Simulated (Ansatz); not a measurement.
Mulliken charges of CH$_{4}$O$_{3}$Si (`O[SiH]1OCO1`) from B3LYP/def2-TZVPP in Ansatz (PBE0-D4/def2-TZVP geometry).

| atom | x (Å) | y (Å) | z (Å) | charge (e) |
| --- | --- | --- | --- | --- |
| O1 | 1.148 | -1.571 | 0.888 | -0.375 |
| Si2 | -0.133 | -0.849 | 0.210 | 0.730 |
| O3 | -0.591 | 0.637 | 0.803 | -0.432 |
| C4 | -0.357 | 1.175 | -0.499 | 0.206 |
| O5 | 0.114 | 0.017 | -1.190 | -0.432 |
| H6 | 1.951 | -1.062 | 1.014 | 0.197 |
| H7 | -1.163 | -1.897 | 0.171 | -0.087 |
| H8 | 0.406 | 1.958 | -0.472 | 0.096 |
| H9 | -1.286 | 1.545 | -0.943 | 0.097 |

Q: By hand: the dipole of these point charges (1 e Å = 4.8032 D).

A: Σ q r = (0.005, 0.223, -0.067) e Å, of length 0.233 e Å = 1.12 D.

Q: How does the dipole of the full density compare? (An estimate is asked.)

A: Ansatz gave: (0.173, 0.160, 0.011) e Å, 1.13 D; the point charges give 0.99 times that, at 49° from its direction.

Point charges leave out the atoms' own dipoles, such as those of lone pairs, and Mulliken's split depends on the basis, so the two needn't agree.

B3LYP here is the variant with VWN-RPA as its local correlation; programs differ in this.
